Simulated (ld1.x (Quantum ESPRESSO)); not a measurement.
**Configuration tests for S (RRKJ)**

| Quantity | Value |
| --- | --- |
| Element | sulfur |
| Generator | ld1.x (Quantum ESPRESSO) 7.5 |
| Type | norm-conserving RRKJ (Kleinman–Bylander form) |
| Functional | PBE |
| Relativity | non-relativistic |
| Frozen core | [Ne] |
| Valence charge | 6 |
| Reference configuration | 3s2 3p4 |
| Partial waves | 3s (bound): rc 1.25 bohr; 3d channel at 0.1 Ry: rc 1.25 bohr; 3p (bound): rc 1.60 bohr |
| Local potential | the p channel |
| Core correction | none |

Energies are relative to the spin-unpolarised reference configuration 3s2 3p4; without spin polarisation the order of configurations can differ from experiment.

```tsv
valence configuration	charge	ΔE all-electron (eV)	error AE − PS (meV)
3s2 3p2	+2	34.078	+14
3s2 3p1	+3	68.128	+55
3s1 3p4	+1	22.524	+5.0
3s2 3p0	+4	114.928	+158
3s2 3p3.5	+0.5	4.667	+0.3
```

What are ΔE and the potential's error for 3s0 3p6?

ΔE = 20.480 eV all-electron; the error (AE − PS) is +2.5 meV.

What are ΔE and the potential's error for 3s2 3p3?

ΔE = 11.782 eV all-electron; the error (AE − PS) is +1.9 meV.

Levels in the configuration 3s0 3p6:

```tsv
level	all-electron (eV)	pseudo (eV)
3p	-8.073	-8.069
```
